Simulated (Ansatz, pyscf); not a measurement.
H₃C–Si:–CH₃ [singlet] -> H₂C=SiH–CH₃, a hydrogen shift on the singlet surface: C–H broken, H–Si formed. PySCF, gas phase, ωB97X-D3(BJ)/def2-SVP geometries. Wave-function energies: Ansatz (a first-principles code), frozen core, RHF or UHF references. In kcal/mol, from the reactant's lowest minimum found.

| level | barrier | reaction energy |
|---|---|---|
| ωB97X-D3(BJ)/def2-TZVP | 41.27 | -1.61 |
| PBE0-D3(BJ)/def2-TZVP | 37.52 | -1.86 |
| CCSD(T)/cc-pV(D+d)Z | 38.30 | -1.01 |
| CCSDT(Q)/cc-pV(D+d)Z | … | … |
| CCSD(T)/cc-pV(T+d)Z | 38.64 | -1.09 |
| CCSD(T)/cc-pV(Q+d)Z | … | -2.16 |

What belongs in the gaps?


- CCSDT(Q)/cc-pV(D+d)Z, barrier: 37.80
- CCSDT(Q)/cc-pV(D+d)Z, reaction energy: -1.21
- CCSD(T)/cc-pV(Q+d)Z, barrier: 38.08

In cc-pV(D+d)Z, going from CCSD(T) to CCSDT(Q) shifts the barrier by -0.50 and the reaction energy by -0.21 kcal/mol. With HF in the quadruple-zeta basis and the correlation energy extrapolated as X⁻³ from X = 3, 4, CCSD(T) gives 37.94 and -2.44; adding the double-zeta shift gives ΔE‡ = 37.44 and ΔE = -2.65 kcal/mol, without core correlation, relativity or geometry relaxation at these levels. H₃C–Si:–CH₃ [singlet] lies 7.38 kcal/mol over its isomer H₂C=CH–SiH₃ (electronic energy, ωB97M-D3(BJ)/def2-TZVP). H₂C=SiH–CH₃ lies 7.45 kcal/mol over its isomer H₂C=CH–SiH₃ (electronic energy, ωB97M-D3(BJ)/def2-TZVP). This is the saddle that the search found; another between the same sides may lie lower.
